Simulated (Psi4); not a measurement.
H₄P (SMILES [PH4+]), charge +1, singlet, at a GFN2-xTB geometry; B3LYP/def2-TZVP (Psi4).

The Psi4 input:
```
memory 2 GB

molecule {
1 1
  P    -0.00000000   -0.00000000   -0.00000000
  H    -0.00987336    1.28259337   -0.49515063
  H     1.12686123   -0.65279636   -0.44086058
  H    -1.11826107   -0.66909633   -0.43831456
  H     0.00127320    0.03929932    1.37432577
}

set basis def2-tzvp

energy('b3lyp')
print_variables()
```

Question: What does Psi4 print? Leave out banner, timings and long lists.

Answer: 
```
   => Loading Basis Set <=

    Name: DEF2-TZVP
    Role: ORBITAL
    Keyword: BASIS

         ---------------------------------------------------------
                                   SCF
               by Justin Turney, Rob Parrish, Andy Simmonett
                          and Daniel G. A. Smith
                              RKS Reference
         ---------------------------------------------------------

  ==> Geometry <==

    Molecular point group: c2v
    Full point group: Td

    Geometry (in Angstrom), charge = 1, multiplicity = 1:

       Center              X                  Y                   Z               Mass
    ------------   -----------------  -----------------  -----------------  -----------------
         P            0.000000000000     0.000000000000     0.000000000000    30.973761998420
         H           -0.000000000000     1.122591460720     0.793792034072     1.007825032230
         H            1.122591456541     0.000000000000    -0.793792034072     1.007825032230
         H           -1.122591456541    -0.000000000000    -0.793792034072     1.007825032230
         H            0.000000000000    -1.122591460720     0.793792034072     1.007825032230

  Running in c2v symmetry.

  Rotational constants: A =      3.31824  B =      3.31824  C =      3.31824 [cm^-1]
  Rotational constants: A =  99478.35614  B =  99478.35610  C =  99478.35577 [MHz]
  Nuclear repulsion =   24.507414874733477

  Charge       = 1
  Multiplicity = 1
  Electrons    = 18
  Nalpha       = 9
  Nbeta        = 9

  ==> Algorithm <==

  SCF Algorithm Type is DF.
  DIIS enabled.
  MOM disabled.
  Fractional occupation disabled.
  Guess Type is SAD.
  Energy threshold   = 1.00e-06
  Density threshold  = 1.00e-06
  Integral threshold = 1.00e-12

  ==> Primary Basis <==

  Basis Set: DEF2-TZVP
    Blend: DEF2-TZVP
    Number of shells: 29
    Number of basis functions: 61
    Number of Cartesian functions: 66
    Spherical Harmonics?: true
    Max angular momentum: 3

  ==> DFT Potential <==

   => LibXC <=

    Version 7.1.2
    S. Lehtola, C. Steigemann, M. J. T. Oliveira, and M. A. L. Marques,  SoftwareX 7, 1–5 (2018) (10.1016/j.softx.2017.11.002)

   => Composite Functional: B3LYP <=

    B3LYP Hyb-GGA Exchange-Correlation Functional

    P. J. Stephens, F. J. Devlin, C. F. Chabalowski, and M. J. Frisch,  J. Phys. Chem. 98, 11623 (1994) (10.1021/j100096a001)

    Deriv               =              1
    GGA                 =           TRUE
[...]
   @DF-RKS iter   2:  -343.47599692195030   -8.03404e-03   5.31828e-03 DIIS/ADIIS
   @DF-RKS iter   3:  -343.48330479138866   -7.30787e-03   3.93004e-04 DIIS/ADIIS
   @DF-RKS iter   4:  -343.48340200543743   -9.72140e-05   7.19677e-05 DIIS
   @DF-RKS iter   5:  -343.48340535743125   -3.35199e-06   2.34586e-06 DIIS
   @DF-RKS iter   6:  -343.48340536055315   -3.12190e-09   1.37213e-07 DIIS
  Energy and wave function converged.

  ==> Post-Iterations <==

   Electrons on quadrature grid:
      Ntotal   =   18.0000047701 ; deviation = 4.770e-06

    Orbital Energies [Eh]
    ---------------------

    Doubly Occupied:

[...]
    Virtual:

[...]
      26A1    14.424879

    Final Occupation by Irrep:
             A1    A2    B1    B2
    DOCC [     5,    0,    2,    2 ]
    NA   [     5,    0,    2,    2 ]
    NB   [     5,    0,    2,    2 ]

  @DF-RKS Final Energy:  -343.48340536055315

   => Energetics <=

    Nuclear Repulsion Energy =             24.5074148747334775
    One-Electron Energy =                -517.0613976719014317
    Two-Electron Energy =                 168.8186700403233544
    DFT Exchange-Correlation Energy =     -19.7480926037085496
    Empirical Dispersion Energy =           0.0000000000000000
    VV10 Nonlocal Energy =                  0.0000000000000000
    Total Energy =                       -343.4834053605531494

Computation Completed

Properties will be evaluated at   0.000000,   0.000000,   0.000000 [a0]

Properties computed using the SCF density matrix

 Multipole Moments:

 ------------------------------------------------------------------------------------
     Multipole            Electronic (a.u.)      Nuclear  (a.u.)        Total (a.u.)
 ------------------------------------------------------------------------------------

 L = 1.  Multiply by 2.5417464519 to convert [e a0] to [Debye]
 Dipole X            :          0.0000000            0.0000000            0.0000000
 Dipole Y            :          0.0000000            0.0000000            0.0000000
 Dipole Z            :          0.0000000            0.0000000            0.0000000
 Magnitude           :                                                    0.0000000

 ------------------------------------------------------------------------------------

  Variable Map:
  ----------------------------------------------------------------------------
[...]
  Array Variable Map:
  ----------------------------------------------------------------------------
[...]
[...]
```
